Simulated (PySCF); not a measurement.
# Radial density of As⁺ (arsenic, charge +1)

MN15, [Ar] 3d10 4s2 4p2, high-spin 3P determinant. All numbers are calculated (PySCF 2.14, scalar relativity by spin-free X2C-1e, in x2c-TZVPall (6s5p4d1f, 48 functions)).

| r (bohr) | 4πr²ρ (e/bohr) | 4πr²(ρα − ρβ) |
| --- | --- | --- |
| 0.000678 | 0.2386 | 0.0000 |
| 0.00114 | 0.5908 | 0.0000 |
| 0.00192 | 1.456 | 0.0000 |
| 0.00323 | 3.492 | -0.0001 |
| 0.00543 | 7.911 | -0.0002 |
| 0.00913 | 16.36 | -0.0003 |
| 0.0154 | 29.01 | 0.0002 |
| 0.0258 | 39.71 | 0.0040 |
| 0.0435 | 37.91 | 0.0199 |
| 0.0731 | 33.15 | 0.0554 |
| 0.123 | 45.86 | 0.0619 |
| 0.207 | 37.06 | -0.0213 |
| 0.348 | 25.17 | 0.0778 |
| 0.585 | 28.63 | 0.0631 |
| 0.984 | 9.077 | 0.1575 |
| 1.66 | 2.930 | 0.9939 |
| 2.78 | 1.008 | 0.6156 |
| 4.68 | 0.06973 | 0.0568 |
| 7.88 | 0.0003574 | 0.0004 |

Densities and radii are taken from the X2C orbitals without a picture-change correction, which distorts them close to the nucleus.

(1) Where is the radial spin density 4πr²(ρα − ρβ) most negative, and why is it negative at all?

Answers

(1) Around r = 0.207 bohr, down to -0.0213 e/bohr: exchange with the open shell polarises the paired shells in an unrestricted calculation.
